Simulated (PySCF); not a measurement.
Partial charges of `FCC(F)(F)C[SiH2]P[SiH3]`

C₃H₁₀F₃PSi₂.
Numbering: `[F:1][CH2:2][C:3]([F:4])([F:5])[CH2:6][SiH2:7][PH:8][SiH3:9]` (hydrogens: H10, H11 on C2; H12, H13 on C6; H14, H15 on Si7; H16 on P8; H17, H18, H19 on Si9)

Geometry (GFN2-xTB, Å), atoms numbered from 1 in this order:
```xyz
19
C3H10F3PSi2 angstrom
F     -3.2791    1.7920   -0.9151
C     -3.4351    0.4717   -0.6092
C     -2.1666   -0.0908    0.0503
F     -2.2731   -1.4554    0.0027
F     -2.1883    0.1983    1.3852
C     -0.8685    0.3608   -0.5657
Si     0.6221   -0.4000    0.3602
P      2.4116    0.1613   -0.8480
Si     4.0394   -0.5235    0.5113
H     -4.2863    0.3831    0.0730
H     -3.6278   -0.0685   -1.5410
H     -0.8672    0.0593   -1.6128
H     -0.8422    1.4498   -0.5353
H      0.6122    0.0861    1.7433
H      0.5136   -1.8590    0.3366
H      2.4432    1.4850   -0.4585
H      5.2858    0.0238   -0.0218
H      4.0384   -1.9830    0.4597
H      3.8581   -0.0818    1.8957
```

Density: PBE0/pcSseg-1 (PySCF); schemes: Mulliken, IAO, Hirshfeld and ESP-fitted. One conformer (not necessarily the lowest) at the GFN2-xTB geometry, without solvent, vibrations or thermal averaging.

Question: Give the atomic charges in each scheme.

Answer: In e:

| atom | environment | Mulliken | IAO | Hirshfeld | ESP-fitted |
| --- | --- | --- | --- | --- | --- |
| F1 | alkyl fluorine | -0.326 | -0.316 | -0.103 | -0.206 |
| C2 | sp3 C–F carbon | +0.217 | +0.016 | +0.010 | -0.086 |
| C3 | CF2 carbon | +0.362 | +0.560 | +0.179 | +0.512 |
| F4 | fluorine of a CF2 group | -0.304 | -0.310 | -0.096 | -0.265 |
| F5 | fluorine of a CF2 group | -0.299 | -0.305 | -0.096 | -0.226 |
| C6 | sp3 carbon bound to silicon | -0.513 | -0.566 | -0.182 | -0.413 |
| Si7 | SiH2 silicon | +0.480 | +0.581 | +0.273 | +0.417 |
| P8 | three-coordinate phosphorus | -0.397 | -0.225 | -0.071 | -0.441 |
| Si9 | SiH3 silicon | +0.323 | +0.425 | +0.259 | +0.389 |
| H10 | methylene hydrogen | +0.130 | +0.161 | +0.054 | +0.136 |
| H11 | methylene hydrogen | +0.120 | +0.155 | +0.052 | +0.122 |
| H12 | methylene hydrogen | +0.164 | +0.168 | +0.049 | +0.148 |
| H13 | methylene hydrogen | +0.173 | +0.175 | +0.046 | +0.157 |
| H14 | Si–H hydrogen | -0.028 | -0.109 | -0.076 | -0.095 |
| H15 | Si–H hydrogen | -0.024 | -0.100 | -0.074 | -0.048 |
| H16 | P–H hydrogen | +0.081 | +0.002 | -0.007 | +0.150 |
| H17 | Si–H hydrogen | -0.053 | -0.097 | -0.070 | -0.069 |
| H18 | Si–H hydrogen | -0.049 | -0.101 | -0.070 | -0.071 |
| H19 | Si–H hydrogen | -0.057 | -0.114 | -0.075 | -0.109 |

Mean size of the charges over all atoms: IAO 0.236 e, Mulliken 0.216 e, ESP-fitted 0.214 e, Hirshfeld 0.097 e. Each set sums to the total charge, 0, to within 0.001 e. The Hirshfeld scheme divides the density at each point in proportion to the densities of the neutral, spherically averaged free atoms. The ESP scheme fits charges at the nuclei, held to the total charge, to the electrostatic potential on points at 1.4 to 2.0 times the van der Waals radii.

Lowest charge. The schemes don't all agree: Mulliken C6 (-0.513); IAO C6 (-0.566); Hirshfeld C6 (-0.182); ESP-fitted P8 (-0.441).

Highest charge. The schemes don't all agree: Mulliken Si7 (+0.480); IAO Si7 (+0.581); Hirshfeld Si7 (+0.273); ESP-fitted C3 (+0.512).

Question: How closely do the schemes follow one another over all atoms?

Answer: Correlation coefficient and root-mean-square difference: IAO with Hirshfeld 0.96, 0.182 e; IAO with ESP-fitted 0.95, 0.092 e; Mulliken with IAO 0.95, 0.092 e; Mulliken with ESP-fitted 0.93, 0.095 e; Hirshfeld with ESP-fitted 0.91, 0.156 e; Mulliken with Hirshfeld 0.89, 0.166 e.

Question: How many electrons does the ESP-fitted scheme count on P8?

Answer: Z − q = 15 − (-0.441) = 15.441.
